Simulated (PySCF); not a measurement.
From one molecule to another.

First species: C5H10OSi3.
SMILES: `C#C[Si@@H](C)[Si@H](C#C)O[SiH3]`

Second species: C6H18N2Si.
Atom-mapped SMILES: `[CH3:1][CH2:2][C@@H:3]([CH3:4])[NH:5][NH:6][SiH:7]([CH3:8])[CH3:9]` (hydrogens: H10, H11, H12 on C1; H13, H14 on C2; H15 on C3; H16, H17, H18 on C4; H19 on N5; H20 on N6; H21 on Si7; H22, H23, H24 on C8; H25, H26, H27 on C9)

Levels: PBE0/pcSseg-1 for dipole moment, HOMO energy, LUMO energy and HOMO–LUMO gap; GFN2-xTB for rotational constant A and rotational constant C. Geometries: GFN2-xTB. Each species is one conformer at its optimised geometry, gas phase, non-relativistic unless stated; the electronic structure was computed with PySCF and density fitting.

Dipoles, sizes and rotational constants follow the conformer. The torsions of the flexible species, by atom-mapped SMILES:
- `[CH:1]#[C:2][Si@@H:3]([CH3:4])[Si@H:5]([C:6]#[CH:7])[O:8][SiH3:9]`: C2–Si3–Si5–C6 167°, Si3–Si5–O8–Si9 42°
- `[CH3:1][CH2:2][C@@H:3]([CH3:4])[NH:5][NH:6][SiH:7]([CH3:8])[CH3:9]`: C1–C2–C3–C4 165°, C2–C3–N5–N6 168°, C3–N5–N6–Si7 -60°, N5–N6–Si7–C8 -47°

Question: Which has the higher rotational constant A?

Answer: The second: 2.115 GHz against 0.995 GHz, a difference of 1.120 GHz.

Question: Which of the two has the higher LUMO energy, and by how much?

Answer: The second: 1.13 eV against -0.99 eV, a difference of 2.12 eV.

Question: Which has the higher rotational constant C?

Answer: The second: 0.602 GHz against 0.472 GHz, a difference of 0.130 GHz.

Question: Which of the two has the higher HOMO energy, and by how much?

Answer: The second: -6.29 eV against -7.61 eV, a difference of 1.32 eV.

Question: Which of the two has the higher HOMO–LUMO gap, and by how much?

Answer: The second: 7.42 eV against 6.62 eV, a difference of 0.80 eV.

On the first: In atomic units the dipole is 0.26 e·bohr (1 au = 2.5417 D). A dipole of 0.66 D is allowed in C1, and pure rotational transitions are dipole-allowed.

On the second: The dipole matches unit charges of opposite sign 0.14 Å apart (1 e·Å = 4.8032 D).
